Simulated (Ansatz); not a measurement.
Relaxation of GaH₇OSi (10 atoms, charge 0, multiplicity 1), to a largest force component of 0.03 eV/Å in at most 50 steps.

Computed with Ansatz, RKS B3LYP-D4/def2-SVP.

```xyz
10
Properties=species:S:1:pos:R:3
Ga -1.232 0.100 -1.374
H 1.070 1.739 -1.511
H -0.905 -0.804 -2.602
H -2.251 1.267 -1.190
H 0.925 1.285 -0.993
O -0.256 -0.299 0.138
Si 0.480 -0.723 1.542
H 1.036 0.489 2.221
H 1.611 -1.669 1.291
H -0.477 -1.386 2.478
```

Problem. Where does it end, and by what steps?

Solution. The run converged. After 8 steps the energy has fallen by 0.151 eV; H2 moved furthest, 0.52 Å.

| step | energy less start (eV) | largest force component (eV/Å) | accepted |
| --- | --- | --- | --- |
| 0 | 0.0000 | 1.876 | yes |
| 1 | -0.1248 | 0.509 | yes |
| 2 | -0.1408 | 0.240 | yes |
| 3 | -0.1293 | 0.837 | no |
| 4 | -0.1444 | 0.158 | yes |
| 5 | -0.1480 | 0.101 | yes |
| 6 | -0.1498 | 0.210 | yes |
| 7 | -0.1508 | 0.060 | yes |
| 8 | -0.1511 | 0.003 | yes |

```xyz
10
Properties=species:S:1:pos:R:3
Ga -1.114 0.101 -1.275
H 0.844 1.907 -1.954
H -0.749 -0.746 -2.536
H -2.134 1.276 -1.122
H 1.061 1.607 -1.288
O -0.296 -0.396 0.233
Si 0.423 -0.833 1.643
H 1.018 0.360 2.322
H 1.519 -1.822 1.405
H -0.571 -1.454 2.572
```

Time of the run: 21 s on 2 threads of Arm Neoverse V2, on a shared host, peak memory 0.22 GiB.
